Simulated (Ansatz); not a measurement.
Basis sets compared for Sn9AsH16⁺, a doped cluster cut from the lattice of tin (As on a surface site). Charge 1, multiplicity 1. Geometry r2SCAN-D4/def2-SVP. Ansatz on 2 threads of AMD EPYC 7R13 on a shared host and a share (18 GiB) of an NVIDIA H100 80GB HBM3; times are rough, and most runs start from earlier orbitals.

```
atom   x (Å)   y (Å)   z (Å)
 Sn1   1.648  -2.256   0.292
 Sn2  -2.670  -0.845   0.205
 Sn3   0.386   1.027  -2.584
 As4   0.528   1.702   1.718
 Sn5   2.127  -1.142  -2.235
 Sn6  -2.312   0.311  -2.323
 Sn7  -1.014  -3.066   0.632
 Sn8   2.211  -0.297   2.217
 Sn9  -2.027   1.087   2.133
Sn10   0.961   2.927  -0.603
 H11   2.754  -3.521   0.653
 H12  -4.321  -1.208   0.516
 H13   0.690   1.860  -4.056
 H14   0.847   2.745   2.768
 H15   1.769  -2.320  -3.425
 H16   3.756  -0.632  -2.372
 H17  -2.680  -0.864  -3.514
 H18  -3.320   1.683  -2.506
 H19  -1.375  -4.248  -0.555
 H20  -1.255  -3.704   2.202
 H21   1.830  -0.652   3.849
 H22   3.719   0.508   2.113
 H23  -1.989   0.589   3.771
 H24  -2.764   2.627   1.990
 H25   2.592   3.419  -0.421
 H26  -0.091   4.272  -0.465
```

In the def2 sets Sn takes a core potential; there is no spin–orbit coupling. Single mean-field runs in def2-TZVP are fitted with def2-universal-jkfit.

```csv
level,functions,energy (Eh),HOMO (eV),LUMO (eV),wall time
PBE-D4/def2-SVP,346,-4173.4469,-9.25,-5.65,4.6 s
PBE0-D4/def2-SVP,346,-4173.6294,-10.11,-4.95,10 s
```

Q: Estimate the rows for PBE-D4/def2-TZVP (with forces), PBE0-D4/def2-TZVP.

A: 
| level | functions | energy (Eh) | HOMO (eV) | LUMO (eV) | wall time |
| --- | --- | --- | --- | --- | --- |
| PBE-D4/def2-TZVP (with forces) | 594 | -4173.7975 | -9.27 | -5.68 | 12 s |
| PBE0-D4/def2-TZVP | 594 | -4173.9711 | -10.10 | -4.97 | 12 s |
